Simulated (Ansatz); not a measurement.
Gas-phase electronic energies from Ansatz, PBE0-D4/def2-TZVP geometries. CCSD(T)/CBS is the MP2 limit (def2-TZVPP, def2-QZVPP) plus CCSD(T) − MP2 in def2-TZVPP, frozen cores. This one scheme is used for every species. DFT in def2-TZVPP. Each species was taken in one conformer, which may not be the lowest.

`C=C[SiH2]O[SiH2]F` + CH₃NH₂ → `C=C[SiH2]CN` + `O[SiH2]F`  (formal exchange of groups at the Si–O bond)

| species | PBE0 energy (Eh) |
| --- | --- |
| `C=C[SiH2]O[SiH2]F` | -834.21604 |
| CH₃NH₂ | -95.78001 |
| `C=C[SiH2]CN` | -463.68749 |
| `O[SiH2]F` | -466.26381 |

(1) Work out ΔE.

Largest T1 diagnostic among the species: 0.012.

## Answers

(1) ΔE = (-463.68749) + (-466.26381) − (-834.21604) − (-95.78001) = 0.04475 Eh = +117.5 kJ/mol. CCSD(T)/CBS gives +127.1 kJ/mol.

From PBE to PBE0 (25 % exact exchange), in def2-TZVPP and without D4, ΔE moves by +8.6 kJ/mol. At CCSD(T), def2-SVP lies −3.3 kJ/mol from the extrapolated value and def2-TZVPP −0.6 kJ/mol. In def2-TZVPP, CCSD(T) changes the Hartree–Fock value by −27.0 kJ/mol (the triples alone add −4.3 kJ/mol) and MP2 by −26.3 kJ/mol.
